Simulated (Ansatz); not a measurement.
Breaking a bond: Mn(CO)5(Me), SMILES [CH3][Mn](<-[C-]#[O+])(<-[C-]#[O+])(<-[C-]#[O+])(<-[C-]#[O+])<-[C-]#[O+] (C6H3MnO5), singlet. The C2–O15 bond (C2 also carries Mn; O15 carries nothing else) is varied alone, starting from the PBE0/def2-SVP optimised geometry.

Calculation: unrestricted PBE0/def2-SVP (Ansatz, a quantum-chemistry and plane-wave program).

Q: Relative to R = 1.14 Å, what are the energies at R = 1.00, 1.17, 1.23, 2.10 Å?

A: 159.5 kJ/mol at 1.00 Å, 4.8 kJ/mol at 1.17 Å, 38.1 kJ/mol at 1.23 Å, 926.5 kJ/mol at 2.10 Å.

The unrestricted determinant behind UKS-PBE0 is spin-contaminated at 2.10 to 3.30 Å (<S²> up to 1.0, against 0.00 for a pure singlet).
